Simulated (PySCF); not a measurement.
**Orbital energies and ionisation energy**

Compound: C2H8O3Si2.
Geometry (PBE0-D3(BJ)/def2-SVP, Å), atoms numbered from 1 in this order:
```xyz
15
C2H8O3Si2 angstrom
C     -2.9351   -0.4437   -0.1396
O     -1.8913    0.4307   -0.5526
C     -0.6552    0.0998   -0.1743
O     -0.4016   -0.8803    0.4843
Si     0.7132    1.3145   -0.7655
O      2.1127    0.7131   -0.1445
Si     2.7091   -0.5499    0.7728
H     -2.9718   -0.5137    0.9573
H     -2.7795   -1.4534   -0.5472
H     -3.8667   -0.0161   -0.5262
H      0.7452    1.3322   -2.2543
H      0.4309    2.6787   -0.2400
H      4.1813   -0.3284    0.8721
H      2.4623   -1.8591    0.1053
H      2.1267   -0.5370    2.1443
```

Level: CAM-B3LYP/def2-SVPD (PySCF). Frontier orbitals with their largest atomic shares (Löwdin; up to four atoms above 4 %):

```csv
orbital,ε (eV),main atoms
HOMO−3,-10.62,"O2 44 %, O4 25 %, C1 11 %, C3 7 %"
HOMO−2,-10.51,"Si7 27 %, H13 22 %, O6 21 %, O4 11 %"
HOMO−1,-10.05,"O6 33 %, Si7 19 %, H14 12 %, H15 12 %"
HOMO,-9.34,?
LUMO,0.41,"C3 33 %, O4 27 %, Si5 16 %, O2 13 %"
LUMO+1,0.80,"Si5 31 %, Si7 17 %, O6 11 %, C3 6 %"
LUMO+2,1.09,"Si5 18 %, O2 12 %, C1 11 %, C3 9 %"
```

Task: What vertical ionisation energy does ΔSCF give, and how far is −ε(HOMO) from it?

Result: ΔSCF: 10.07 eV (972 kJ/mol; threshold wavelength 123 nm); ⟨S²⟩ of the doublet left behind is 0.757, against 0.75 for a pure doublet. −ε(HOMO) is 9.34 eV, 0.73 eV below it. For the exact functional −ε(HOMO) would equal the first vertical ionisation energy; CAM-B3LYP (range-separated hybrid) falls short of its own ΔSCF value by 7 %. Holes in the HOMO−1 and HOMO−2 were tried too where these lie within 1.2 eV of the HOMO; the lowest converged state counts.

Task: On which atoms does the HOMO lie?

Result: O4 (carbonyl oxygen) 45 %, C3 (carbonyl carbon) 14 %, Si5 (oxygen-bound silicon) 11 %, O2 (oxygen singly bound to a carbonyl carbon) 7 %. The HOMO−1 lies 0.71 eV lower.

Task: With α = 86.6 au, estimate the like-pair dispersion coefficient by London's formula C6 = (3/4)α²I.

Result: I = 0.3702 Eh, so C6 ≈ 2080 au, a rough estimate.

Task: How many of the 10 lowest singlet excitations (vertical TDDFT, same level) lie below the ionisation energy?

Result: All 10; they run from 5.18 to 8.36 eV.

Task: What total energies stand behind the ΔSCF value?

Result: E(N) = -885.26430 Eh and E(N − 1) = -884.89414 Eh at the same geometry, 0.37016 Eh apart.

Isolated species at its PBE0-D3(BJ)/def2-SVP geometry (one conformer only).
